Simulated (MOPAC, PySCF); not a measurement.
[Zr(F)3(Br)], neutral singlet in the gas phase. 

Z-matrix (Å, degrees):
```
Zr
F 1 1.8940
F 1 1.8940 2 108.79
F 1 1.8940 2 108.79 3 -118.38
Br 1 2.5017 2 110.15 3 120.81
```
Charge 0, spin multiplicity 1.

All levels are single points at this geometry (r2SCAN-D4/def2-SVP); Pople sets use spherical d functions. Orbital energies aren't observables, and empty levels follow the basis.

B3LYP/6-311+G** (LANL2DZ on Br, Zr) in PySCF gives HOMO (eV) = -9.28.

Q: Estimate the HOMO (eV) from each of these levels: B3LYP-D3(BJ)/def2-TZVP in PySCF; PBE-D3(BJ)/def2-TZVP in PySCF; TPSSh-D3(BJ)/def2-TZVP in PySCF; B3LYP/6-31G* (LANL2DZ on Zr) in PySCF; B3LYP/LANL2DZ in PySCF; BP86/6-31G* (LANL2DZ on Zr) in PySCF; M06-2X/6-31G* (LANL2DZ on Zr) in PySCF; PBE/6-31G* (LANL2DZ on Zr) in PySCF; SVWN5/6-31G* (LANL2DZ on Zr) in PySCF; HF/6-31G* (LANL2DZ on Zr) in PySCF; PM6 in MOPAC; PM7 in MOPAC.

A: 
```csv
level,HOMO (eV)
B3LYP-D3(BJ)/def2-TZVP in PySCF,-9.02
PBE-D3(BJ)/def2-TZVP in PySCF,-7.96
TPSSh-D3(BJ)/def2-TZVP in PySCF,-8.58
B3LYP/6-31G* (LANL2DZ on Zr) in PySCF,-8.90
B3LYP/LANL2DZ in PySCF,-9.28
BP86/6-31G* (LANL2DZ on Zr) in PySCF,-7.95
M06-2X/6-31G* (LANL2DZ on Zr) in PySCF,-10.50
PBE/6-31G* (LANL2DZ on Zr) in PySCF,-7.84
SVWN5/6-31G* (LANL2DZ on Zr) in PySCF,-8.02
HF/6-31G* (LANL2DZ on Zr) in PySCF,-12.26
PM6 in MOPAC,-10.64
PM7 in MOPAC,-9.85
```
